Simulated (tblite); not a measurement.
Species: C4H8O2Si2.
Cartesian coordinates in Å at the GFN2-xTB level; atoms count from 1:
```
atom  x, y, z in Å
C1    -0.5034    1.0150    2.5461
C2    -0.7386    0.3320    1.5911
C3    -0.9952   -0.4870    0.4351
Si4    0.6724   -1.3564   -0.0651
Si5    2.1110    0.3371   -0.7110
C6    -1.3323    0.3522   -0.7389
O7    -0.6011    1.1860   -1.2236
O8    -2.5198    0.0540   -1.2816
H9    -0.3176    1.6098    3.3894
H10   -1.8050   -1.1886    0.6397
H11    0.9835   -2.1657    1.1215
H12    0.2583   -2.3246   -1.0965
H13    1.9703    1.5421    0.1010
H14    3.4870   -0.1546   -0.5176
H15    2.0036    0.6582   -2.1333
H16   -2.6807    0.5995   -2.0677
```

Level: GFN2-xTB in tblite, geometry and Hessian alike; calculated harmonic values, unscaled, isolated species. The method is semi-empirical: single wavenumbers can be off by several per cent or more. Modes of hydrogen on silicon can be 10 to 20 % off. One conformer, not necessarily the lowest.

Harmonic wavenumbers (cm⁻¹): 43.6, 52.5, 83.6, 117.0, 130.2, 180.1, 185.2, 331.3, 356.6, 373.4, 403.0, 457.8, 482.7, 493.0, 563.5, 597.5, 609.5, 618.3, 651.0, 666.4, 701.9, 738.1, 772.0, 799.3, 818.6, 833.8, 935.1, 1051.1, 1068.3, 1118.4, 1197.2, 1290.8, 1733.5, 2163.3, 2170.3, 2208.7, 2265.5, 2283.1, 2286.7, 2969.3, 3399.5, 3440.2.

A = 1620, B = 1172, C = 961.8 MHz; mass 144.006 u (most abundant isotopes); point group C1, symmetry number 1.

Question: Zero-point energy?

Answer: Half the sum of the wavenumbers: 21820 cm⁻¹ = 62.39 kcal/mol.

Question: Entropy at 298.15 K, 1 bar (ideal gas, RRHO, classical rotation)?

Answer: Translation 40.83, rotation 29.55, vibration 35.20: S = 105.6 cal/(mol K).

Question: And Cp and H(298.15 K) − H(0)?

Answer: Cp = 43.41 cal/(mol K), of which vibrations give 35.46 (their classical limit is 42 R = 83.5); H(298.15 K) − H(0) = 7.82 kcal/mol without the zero-point energy, 5.45 from vibrations.

Question: Blend soft modes into free rotors: weight 1/[1 + (100 cm⁻¹/ν̃)⁴] for the oscillator and the rest for a rotor with moment μB/(μ + B), μ = h/(8π²ν), B = 10⁻⁴⁴ kg m². What vibrational entropy results?

Answer: 31.94 cal/(mol K) in place of 35.20, which changes −T·S at 298.15 K by +0.97 kcal/mol.

Question: What must be added to the electronic energy to get the Gibbs energy at 298.15 K and 1 bar?

Answer: ZPE + [H(298.15 K) − H(0)] − T·S = 62.39 + 7.82 − 31.48 = 38.73 kcal/mol.

Question: Which modes carry the vibrational entropy at 298.15 K?

Answer: 43.6 cm⁻¹: 5.09; 52.5 cm⁻¹: 4.72; 83.6 cm⁻¹: 3.80; 117.0 cm⁻¹: 3.15; 130.2 cm⁻¹: 2.94; 180.1 cm⁻¹: 2.33 cal/(mol K); the other 36 give 13.16 together.

Hindered rotation and anharmonicity are outside this model. Other conformers, if any are populated, would add a mixing term that is left out. The structure is chiral; the term R ln 2 for an equal mix with its mirror image is left out.
